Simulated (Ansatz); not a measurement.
Geometry optimisation of CH2AlNO2.

```yaml
crystal:
  periodic: [false, false, false]
  atoms:
    - {symbol: O, position_ang: [-0.043139, 0.889654, 1.688381]}
    - {symbol: C, position_ang: [-0.014891, 0.261305, 0.508091]}
    - {symbol: N, position_ang: [-1.025793, -0.356823, -0.058026]}
    - {symbol: Al, position_ang: [0.245235, -0.659133, -1.344562]}
    - {symbol: O, position_ang: [1.203978, 0.302084, -0.112372]}
    - {symbol: H, position_ang: [-0.962465, 0.779199, 2.010241]}
    - {symbol: H, position_ang: [0.658376, -1.284286, -2.737553]}
basis:
  gaussian: {orbitals: def2-TZVP}
hamiltonian: {xc: pbe0, dispersion: d4}
relax: {f_tol: 0.005, max_steps: 150}
```

```sh
$ ansatz run in.yaml --threads 2 --pin off --events-out ev --progress --plain --max-ram 4352MiB
```

It prints (some lines left out):

```
Functional definition: PBE0
mean field -13243.80398184 eV, -486.7008193598 hartree, gradient 3.4e-5 eV, S^2 0.000000; 0 other end points of the search recorded, 0 dependent functions left out
relax step   1: F+E_penalty+E_count = -13243.91992489 eV  Δ(F+E_penalty+E_count) = +0.000e0 eV  max|allowed force component| = 1.196e0 eV/Å  Δτ_max = 0.0000 Å  (29 SCF iters, accepted)
mean field -13243.84207116 eV, -486.7022191164 hartree, gradient 1.1e-5 eV, S^2 0.000000; 0 other end points of the search recorded, 0 dependent functions left out
relax step   2: F+E_penalty+E_count = -13243.95835735 eV  Δ(F+E_penalty+E_count) = -3.843e-2 eV  max|allowed force component| = 5.077e-1 eV/Å  Δτ_max = 0.0209 Å  (34 SCF iters, accepted)
mean field -13243.85295851 eV, -486.7026192193 hartree, gradient 1.0e-5 eV, S^2 0.000000; 0 other end points of the search recorded, 0 dependent functions left out
relax step   3: F+E_penalty+E_count = -13243.96952824 eV  Δ(F+E_penalty+E_count) = -1.117e-2 eV  max|allowed force component| = 7.248e-2 eV/Å  Δτ_max = 0.0142 Å  (34 SCF iters, accepted)
mean field -13243.85309823 eV, -486.7026243537 hartree, gradient 1.0e-5 eV, S^2 0.000000; 0 other end points of the search recorded, 0 dependent functions left out
relax step   4: F+E_penalty+E_count = -13243.96967045 eV  Δ(F+E_penalty+E_count) = -1.422e-4 eV  max|allowed force component| = 6.799e-2 eV/Å  Δτ_max = 0.0068 Å  (34 SCF iters, accepted)
mean field -13243.85314031 eV, -486.7026259004 hartree, gradient 1.0e-5 eV, S^2 0.000000; 0 other end points of the search recorded, 0 dependent functions left out
relax step   5: F+E_penalty+E_count = -13243.96972140 eV  Δ(F+E_penalty+E_count) = -5.095e-5 eV  max|allowed force component| = 8.597e-2 eV/Å  Δτ_max = 0.0071 Å  (34 SCF iters, accepted)
mean field -13243.85365701 eV, -486.7026448887 hartree, gradient 1.0e-5 eV, S^2 0.000000; 0 other end points of the search recorded, 0 dependent functions left out
relax step   6: F+E_penalty+E_count = -13243.97022395 eV  Δ(F+E_penalty+E_count) = -5.026e-4 eV  max|allowed force component| = 4.134e-3 eV/Å  Δτ_max = 0.0066 Å  (34 SCF iters, accepted)
mean field -13243.85365701 eV, -486.7026448887 hartree, gradient 1.0e-5 eV, S^2 0.000000; 1 other end points of the search recorded, 0 dependent functions left out
Total energy: -13243.97025315 eV, -486.7069297177 hartree
Atom 0 at    -0.046143     0.877928     1.669480 Å, force     0.000146     0.000548     0.000580 eV/Å
Atom 1 at    -0.022676     0.255243     0.501003 Å, force    -0.003031    -0.000185     0.001010 eV/Å
Atom 2 at    -1.010347    -0.356296    -0.067883 Å, force     0.002419    -0.001375    -0.002282 eV/Å
Atom 3 at     0.258544    -0.644704    -1.325961 Å, force    -0.004134     0.000825     0.003750 eV/Å
Atom 4 at     1.183544     0.293838    -0.117492 Å, force     0.002940     0.000180    -0.000143 eV/Å
Atom 5 at    -0.947774     0.778709     2.002191 Å, force     0.000888     0.000042    -0.001390 eV/Å
Atom 6 at     0.646153    -1.272718    -2.707138 Å, force     0.000771    -0.000035    -0.001524 eV/Å
Dipole moment:    -0.022995    -0.174099    -0.308817 e Å
```

Run time 10 s (2 threads of an AMD EPYC 9R45 on a shared host); peak host memory 0.38 GiB.
